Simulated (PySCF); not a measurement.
A structure optimised at PBE0-D3(BJ)/def2-SVP (Å):
```
atom  x, y, z in Å
Si1    2.267   -0.377   -0.334
Se2    0.350   -1.171   -1.273
C3    -0.791    0.233   -0.584
C4    -2.158   -0.137   -0.095
C5    -1.112    0.312    0.880
H6     3.357   -1.308   -0.751
H7     2.166   -0.349    1.157
H8     2.574    1.005   -0.812
H9    -0.691    1.173   -1.133
H10   -2.981    0.541   -0.337
H11   -2.431   -1.196   -0.095
H12   -1.200    1.307    1.326
H13   -0.672   -0.444    1.537
```

Charge 0, singlet.

(1) Read off the bonds between heavy atoms and their formal orders.

(2) Which species is it?

(3) What is the point group of this geometry?

(4) Which rings does it hold (smallest set)?

(5) Describe the place of each heavy atom.

(6) What is the arrangement about Se2?

(7) What is the arrangement about Si1?

Answers

(1) Si1–Se2 2.28 Å (single); Se2–C3 1.94 Å (single); C3–C4 1.50 Å (single); C4–C5 1.50 Å (single); C3–C5 1.50 Å (single). Bonds to hydrogen (Å): Si1–H6 1.49; Si1–H7 1.49; Si1–H8 1.49; C3–H9 1.09; C4–H10 1.09; C4–H11 1.09; C5–H12 1.09; C5–H13 1.09.

(2) `[SiH3][Se]C1CC1`, C3H8SeSi. Among its features: Si–H bond, cyclopropane ring and selenium bound to carbon.

(3) C1 (no symmetry element, even within 0.4 Å).

(4) C3–C4–C5 (3 members).

(5) Si1: SiH3 silicon; Se2: selenium bonded to C and Si; C3: sp3 carbon bound to selenium; C4/C5: three-membered-ring carbon.

(6) It has 2 neighbours (Si1, C3) and is bent (angle 95.5°).

(7) It has 4 neighbours (Se2, H6, H7, H8) and is tetrahedral (angles from 106.4° to 111.3°).

All values are computed, not measured.
